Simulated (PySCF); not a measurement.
Isomers of C6H14O, mass 102.104 u with the commonest isotopes. Method: PBE0/pcSseg-1 in PySCF (dipole) on a GFN2-xTB geometry, gas phase. One conformer each, none proved a minimum here; rigid rotors.

Task: Order these by rotational constant A, smallest first.
A. `[CH3:1][CH:2]([CH3:3])[O:4][CH:5]([CH3:6])[CH3:7]` with C1–C2–O4–C5 -86°, C2–O4–C5–C6 153°
B. `[CH3:1][CH2:2][CH2:3][O:4][CH2:5][CH2:6][CH3:7]` with C1–C2–C3–O4 -179°, C2–C3–O4–C5 -164°, C3–O4–C5–C6 -70°, O4–C5–C6–C7 -172°
C. `[CH3:1][CH:2]([CH3:3])[C@H:4]([CH3:5])[CH2:6][OH:7]` with C1–C2–C4–C5 48°, C2–C4–C6–O7 -62°, C4–C6–O7–H 180°
D. `[CH3:1][CH2:2][O:3][C@H:4]([CH3:5])[CH2:6][CH3:7]` with C1–C2–O3–C4 -169°, C2–O3–C4–C5 -75°, O3–C4–C6–C7 -66° (s-BuOEt)

Result: C (3129 MHz), D (3475 MHz), A (4125 MHz), B (8537 MHz).

Task: Order these by out-of-plane moment Σ m c² = (Ia + Ib − Ic)/2, largest first.
A. `[CH3:1][CH:2]([CH3:3])[O:4][CH:5]([CH3:6])[CH3:7]` with C1–C2–O4–C5 -86°, C2–O4–C5–C6 153°
B. `[CH3:1][CH2:2][CH2:3][O:4][CH2:5][CH2:6][CH3:7]` with C1–C2–C3–O4 -179°, C2–C3–O4–C5 -164°, C3–O4–C5–C6 -70°, O4–C5–C6–C7 -172°
C. `[CH3:1][CH2:2][O:3][C@H:4]([CH3:5])[CH2:6][CH3:7]` with C1–C2–O3–C4 -169°, C2–O3–C4–C5 -75°, O3–C4–C6–C7 -66° (s-BuOEt)
D. `[CH3:1][CH:2]([CH3:3])[C@H:4]([CH3:5])[CH2:6][OH:7]` with C1–C2–C4–C5 48°, C2–C4–C6–O7 -62°, C4–C6–O7–H 180° (2,3-dimethyl-1-butanol)

Result: D (60.27 u·Å²), A (39.80 u·Å²), C (16.64 u·Å²), B (14.66 u·Å²).

Task: Order these by radius of gyration √(Σ m r²/M), largest first.
A. `[CH3:1][CH2:2][O:3][C@H:4]([CH3:5])[CH2:6][CH3:7]` with C1–C2–O3–C4 -169°, C2–O3–C4–C5 -75°, O3–C4–C6–C7 -66°
B. `[CH3:1][CH:2]([CH3:3])[O:4][CH:5]([CH3:6])[CH3:7]` with C1–C2–O4–C5 -86°, C2–O4–C5–C6 153°
C. `[CH3:1][CH2:2][CH2:3][O:4][CH2:5][CH2:6][CH3:7]` with C1–C2–C3–O4 -179°, C2–C3–O4–C5 -164°, C3–O4–C5–C6 -70°, O4–C5–C6–C7 -172°
D. `[CH3:1][CH:2]([CH3:3])[C@H:4]([CH3:5])[CH2:6][OH:7]` with C1–C2–C4–C5 48°, C2–C4–C6–O7 -62°, C4–C6–O7–H 180°

Result: C (2.436 Å), A (2.070 Å), B (2.005 Å), D (1.928 Å).

| SMILES | point group | Ia (u·Å²) | Ib (u·Å²) | Ic (u·Å²) | κ | μa (D) | μb (D) | μc (D) |
| --- | --- | --- | --- | --- | --- | --- | --- | --- |
| CCO[C@H](C)CC | C1 | 145.45 | 308.67 | 420.83 | -0.62 | 0.15 | 0.71 | 0.88 |
| CC(C)OC(C)C | C2 | 122.53 | 327.57 | 370.49 | -0.87 | 0.00 | 0.00 | 1.23 |
| CCCOCCC | C1 | 59.20 | 561.41 | 591.29 | -0.99 | 0.31 | 1.04 | 0.55 |
| CC(C)[C@H](C)CO | C1 | 161.50 | 278.25 | 319.20 | -0.70 | 0.92 | 0.74 | 0.94 |
